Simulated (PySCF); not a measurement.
Geometry:
```json
{"atom": "O1", "x (Å)": "2.768", "y (Å)": "-0.615", "z (Å)": "0.620"}
{"atom": "C2", "x (Å)": "2.015", "y (Å)": "0.228", "z (Å)": "0.243"}
{"atom": "Cl3", "x (Å)": "2.585", "y (Å)": "1.844", "z (Å)": "-0.167"}
{"atom": "C4", "x (Å)": "0.588", "y (Å)": "0.089", "z (Å)": "0.062"}
{"atom": "C5", "x (Å)": "-0.209", "y (Å)": "-1.016", "z (Å)": "0.280"}
{"atom": "C6", "x (Å)": "-1.524", "y (Å)": "-0.636", "z (Å)": "-0.044"}
{"atom": "C7", "x (Å)": "-1.415", "y (Å)": "0.670", "z (Å)": "-0.432"}
{"atom": "F8", "x (Å)": "-2.342", "y (Å)": "1.512", "z (Å)": "-0.840"}
{"atom": "O9", "x (Å)": "-0.174", "y (Å)": "1.125", "z (Å)": "-0.378"}
{"atom": "H10", "x (Å)": "0.128", "y (Å)": "-1.971", "z (Å)": "0.628"}
{"atom": "H11", "x (Å)": "-2.415", "y (Å)": "-1.226", "z (Å)": "0.000"}
```

All values are calculated (PySCF 2.14.0 with density-fitted response routines): coordinates at the GFN2-xTB level, GIAO PBE0/pcSseg-1 shieldings. No solvent model, non-relativistic, a single conformation.

Scale: $^{13}$C (186.93 ppm) vs TMS (reference shieldings calculated alike).

Q: Do the $^{13}$C shifts follow the atomic charges (in e)? Tabulate both.

A: 
```tsv
atoms	hybridisation	δ (ppm)	σ para (ppm)	Hirshfeld	IAO	Mulliken	ESP-fitted
C7	sp2	170.2	-234	+0.18	+0.48	+0.54	+0.54
C2	sp2	162.9	-220	+0.15	+0.34	+0.31	+0.39
C4	sp2	141.3	-212	+0.03	+0.08	+0.15	+0.06
C5	sp2	132.0	-197	-0.04	-0.14	-0.05	-0.07
C6	sp2	96.5	-167	-0.09	-0.26	-0.20	-0.48
```

Correlation coefficients of δ with charge over these carbons: Hirshfeld +0.95, IAO +0.95, Mulliken +0.95, ESP-fitted +1.00; with the paramagnetic shielding -0.99. With so few points these coefficients are fragile. Charge is one influence among several: hybridisation and low-lying excitations act through the paramagnetic term.

Carbons that carry Cl, above all several Cl atoms, come out too deshielded, partly because spin–orbit coupling is missing. Shifts are as computed. Against solution values, carbons near 30 ppm lie about +3 ppm off and those near 130 ppm about +5 ppm; carbons on Cl a further +6 ppm. Of 1211 compounds with measured shifts, 218 miss one by over three times the rms of a fit or turn the order of signals round; such compounds aren't used in these exercises.
